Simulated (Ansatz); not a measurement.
This geometry of BF2HO + ClH (7 atoms, charge 0, multiplicity 1) is a first-order saddle point.

Theory: RKS B3LYP-D4/6-31G* in Ansatz 0.2.0.

```xyz
7
Properties=species:S:1:pos:R:3
B -0.411 0.541 -0.076
O 0.964 0.003 -0.317
F -1.278 0.302 -1.049
F -0.465 1.632 0.657
H 0.726 -0.816 0.526
Cl -0.539 -1.215 1.440
H 1.004 -0.447 -1.182
```

Q: Which two structures does it join? (They come from a converged band through this point; their orientation in space is the band's.)

A: Bonds broken: H5–Cl6. Bonds formed: B1–Cl6, O2–H5. BF2HO + ClH becomes BClF2H2O.

First end point:

```xyz
7
Properties=species:S:1:pos:R:3
B -0.488 0.938 -0.584
O 0.232 -0.200 -0.381
F -0.604 1.472 -1.794
F -1.079 1.512 0.445
H 0.525 -1.204 1.242
Cl 0.788 -1.966 2.263
H 0.627 -0.551 -1.192
```

Last end point:

```xyz
7
Properties=species:S:1:pos:R:3
B -0.614 0.368 0.182
O 1.032 -0.063 -0.295
F -1.235 0.245 -1.012
F -0.475 1.599 0.680
H 1.319 -0.820 0.249
Cl -0.995 -0.950 1.410
H 0.969 -0.379 -1.215
```

Q: How far does it lie above each of them?

A: 1.11 eV above the first and 0.76 eV above the second. This is the barrier of this one path; another mechanism may lie lower. The orbitals stay closed-shell, which can raise the energy where a bond breaks towards radicals; this wasn't checked here.

The run took 2.1 min on 2 threads of AMD EPYC 7R13 Processor (Zen 3) (shared host), peak memory 0.19 GiB.
